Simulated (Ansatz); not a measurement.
CH6B2Si, SMILES `B1CB[SiH2]1`, one more setting.

```yaml
crystal:
  periodic: [false, false, false]
  atoms:
    - {symbol: B, position_ang: [0.417331, -0.299461, -0.907441]}
    - {symbol: C, position_ang: [0.923697, -0.694213, 0.516642]}
    - {symbol: B, position_ang: [-0.496998, -0.452492, 0.976659]}
    - {symbol: Si, position_ang: [-0.961473, 1.046811, -0.241273]}
    - {symbol: H, position_ang: [0.830903, -0.748650, -1.932183]}
    - {symbol: H, position_ang: [1.654520, -1.450711, 0.779936]}
    - {symbol: H, position_ang: [1.450127, 0.280949, 0.209897]}
    - {symbol: H, position_ang: [-1.168754, -1.324067, 1.440800]}
    - {symbol: H, position_ang: [-0.285060, 2.338402, 0.047001]}
    - {symbol: H, position_ang: [-2.281093, 1.252331, -0.887037]}
basis:
  gaussian: {orbitals: def2-mTZVP}
total_charge: 1
magnetization: {spin_polarized: true, initial_magnetization: 1}
hamiltonian: {xc: {name: rPW86-PBE}}
accuracy: high
scf: {lower_state_search: off}
```

```sh
$ ansatz run in.yaml --threads 2 --pin off --events-out ev --progress --plain --max-ram 4352MiB
```

Output, abridged:

```
Functional definition: rPW86-PBE
2111 factors; integrals over basis functions are off by at most 4.0e-9 eV
mean field evaluation 1: about -10352.3616 eV, gradient 5.8e1 eV
mean field evaluation 2: about -10297.4547 eV, gradient 9.5e1 eV
mean field evaluation 4: about -10367.9495 eV, gradient 1.1e1 eV
mean field evaluation 8: about -10368.8740 eV, gradient 1.9e-1 eV
mean field evaluation 16: about -10368.8674 eV, gradient 2.6e-4 eV
mean field -10368.86741202 eV, -381.0488491210 hartree, gradient 3.0e-8 eV, S^2 0.754381; 0 other end points of the search recorded, 0 dependent functions left out
reference -10368.86742790 eV, -381.0488497044 hartree; 18, 17 occupied and 79, 80 virtual orbitals, 2111 factors
Total energy: -10368.86742790 eV, -381.0488497044 hartree
Checks for a lower state left out: stability, starts, cluster_reference, orbital_swaps, neighbouring_geometries, increment
```

Hardware: 2 threads of an Intel Xeon 6975P-C on a shared host. Wall time 6 s, peak host memory 0.39 GiB.
